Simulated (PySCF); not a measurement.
Harmonic spectrum computed at B3LYP in the def2-TZVP basis family (core potentials from Rb on, PySCF, no spin–orbit coupling):

```csv
ω (cm⁻¹),IR (km/mol)
1007,17.2
2159,102
2169,121
```

Problem. Which molecule gave it? In each, all ligands are bound to the one heavy central atom.
A. H₂S (singlet)
B. H₂Se (singlet)
C. BeH₂ (singlet)
D. AsH₂ (doublet)

Solution. D. It has C2v symmetry with As–H 1.530 Å (×2).
